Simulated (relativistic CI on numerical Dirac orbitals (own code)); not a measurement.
**Crystal-field levels of Cu⁴⁺, 3d7**

Calculated by Dirac-Coulomb-Breit CI, KLI orbitals optimised for each configuration, a model potential for QED, valence Slater integrals scaled by 0.8, one configuration in a parametric crystal field (own radial code).

Field parameters in Wybourne normalisation: Td as Oh with Dq negative (B⁴₀ = 21Dq, B⁴₄ = √(5/14) B⁴₀). The field is a parameter set, without covalency.

S is read from ⟨S²⟩ = S(S + 1).

Site symmetry Td; labels are those of the double group. Computed levels in cm⁻¹ above the lowest, in rising order:

| Δ (size of 10Dq) | Lowest | No. 2 | No. 3 | No. 4 | No. 5 | No. 6 | No. 7 | No. 8 |
| --- | --- | --- | --- | --- | --- | --- | --- | --- |
| 2200 | Γ8 | 1855 Γ8 | 2251 Γ6 | 3083 Γ8 | 3136 Γ7 | 3605 Γ6 | 4602 Γ8 | 5422 Γ7 |
| 4000 | Γ8 | 3619 Γ8 | 4001 Γ6 | 4617 Γ8 | 4752 Γ7 | 6317 Γ6 | 7266 Γ8 | 8249 Γ7 |
| 5800 | Γ8 | 5412 Γ8 | 5746 Γ6 | 6278 Γ8 | 6464 Γ7 | 9211 Γ6 | 10111 Γ8 | 11142 Γ7 |
| 7550 | Γ8 | 7158 Γ8 | 7458 Γ6 | 7949 Γ8 | 8164 Γ7 | 12026 Γ6 | 12882 Γ8 | 13916 Γ7 |
| 9350 | Γ8 | 8950 Γ8 | 9229 Γ6 | 9696 Γ8 | 9931 Γ7 | 14869 Γ6 | 15675 Γ8 | 16690 Γ7 |
| 11100 | Γ8 | 10689 Γ8 | 10956 Γ6 | 11409 Γ8 | 11659 Γ7 | 17554 Γ6 | 18299 Γ8 | 19290 Γ7 |
| 12900 | Γ8 | 12471 Γ8 | 12735 Γ6 | 13180 Γ8 | 13441 Γ7 | 20202 Γ6 | 20852 Γ8 | 21857 Γ7 |
| 14650 | Γ8 | 14195 Γ8 | 14466 Γ6 | 14906 Γ8 | 15178 Γ7 | 22526 Γ6 | 22807 Γ8 | 23097 Γ8 |
| 16450 | Γ8 | 15954 Γ8 | 16245 Γ6 | 16685 Γ8 | 16967 Γ7 | 23058 Γ8 | 23698 Γ6 | 24013 Γ8 |
| 18200 | Γ8 | 17640 Γ8 | 17970 Γ6 | 18415 Γ8 | 18708 Γ7 | 23231 Γ8 | 23981 Γ6 | 24279 Γ8 |

Ground-state S against |10Dq| in cm⁻¹: 2200: 1.50, 4000: 1.50, 5800: 1.50, 7550: 1.50, 9350: 1.50, 11100: 1.50, 12900: 1.50, 14650: 1.50, 16450: 1.50, 18200: 1.50.

No abrupt spin change occurs in this range.
